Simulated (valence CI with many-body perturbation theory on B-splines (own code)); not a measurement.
# From CI to CI+MBPT in P⁺

Computed by configuration interaction combined with many-body perturbation theory (CI+MBPT): four valence electrons over a frozen Dirac-Fock core [Ne], radial functions for each j: 11 s, 11 p, 9 d, 7 f, 5 g, 2 h, 1 i, with the one-electron correlation potential Σ1, the two-electron term Σ2, the three-electron term Σ3, Breit, model QED; selected CI, second order for the rest, scaled by the run's own slope (own B-spline code, finite nucleus).

Against 35 measured levels this calculation errs by 41 cm⁻¹ on average and by 147 at most. These come from a selection out of the NIST Handbook of Basic Atomic Spectroscopic Data. Levels without a partner in it may be off by more. Among the levels kept, up to 520 cm⁻¹ of a level comes from second order outside the variational space, and about a tenth of that is noise between levels of different J, which matters for small intervals.

Each rung adds one term. CI alone is the Dirac-Coulomb CI over the frozen core; QED comes last and gives the full result, which names the levels. Energies are above 3s2.3p2 3P_0 on the same rung, in cm⁻¹.

Names give the largest LS component (configuration and term), which can be under half, so a name can repeat, a term be missing and a line seem to break the LS rules; names also repeat where a configuration has a term twice.

| Level | CI alone | + Σ1 | + Σ2 | + Σ3 | + Breit | Full |
| --- | --- | --- | --- | --- | --- | --- |
| 3s2.3p2 3P_1 | 167 | 174 | 174 | 175 | 166 | 166 |
| 3s2.3p2 3P_2 | 479 | 497 | 497 | 497 | 471 | 472 |
| 3s2.3p2 1D_2 | 9002 | 9081 | 8977 | 8952 | 8931 | 8932 |
| 3s2.3p2 1S_0 | 21783 | 21944 | 21759 | 21702 | 21684 | 21685 |
| 3s.3p3 5S°_2 | 44526 | 44959 | 45552 | 45598 | 45579 | 45550 |
| 3s.3p3 3D°_1 | 64432 | 65026 | 65220 | 65215 | 65191 | 65168 |
| 3s.3p3 3D°_2 | 64456 | 65051 | 65244 | 65239 | 65214 | 65191 |
| 3s.3p3 3D°_3 | 64494 | 65091 | 65283 | 65278 | 65246 | 65224 |
| 3s.3p3 3P°_2 | 76137 | 76822 | 76821 | 76788 | 76761 | 76742 |
| 3s.3p3 3P°_1 | 76179 | 76863 | 76872 | 76840 | 76810 | 76790 |
| 3s.3p3 3P°_0 | 76183 | 76865 | 76876 | 76843 | 76818 | 76798 |
| 3s2.3p.3d 1D°_2 | 77218 | 77996 | 77753 | 77704 | 77660 | 77654 |
| 3s2.3p.4s 3P°_0 | 86375 | 87413 | 86737 | 86629 | 86616 | 86629 |
| 3s2.3p.4s 3P°_1 | 86528 | 87572 | 86895 | 86787 | 86767 | 86779 |
| 3s2.3p.4s 3P°_2 | 86912 | 87970 | 87295 | 87187 | 87147 | 87161 |
| 3s2.3p.3d 3F°_2 | 87479 | 88403 | 87926 | 87836 | 87803 | 87808 |
| 3s2.3p.3d 3F°_3 | 87648 | 88580 | 88098 | 88008 | 87966 | 87971 |
| 3s2.3p.3d 3F°_4 | 87872 | 88811 | 88330 | 88240 | 88186 | 88192 |
| 3s2.3p.4s 1P°_1 | 88752 | 89807 | 89066 | 88957 | 88923 | 88936 |

How does the ionisation energy move along the ladder, and which term matters most?

CI alone 19.715, + Σ1 19.878, + Σ2 19.782, + Σ3 19.769, + Breit 19.767, + QED 19.768 eV. The largest step is Σ1, 0.162 eV. NIST lists 19.7695 eV (semi-empirical).
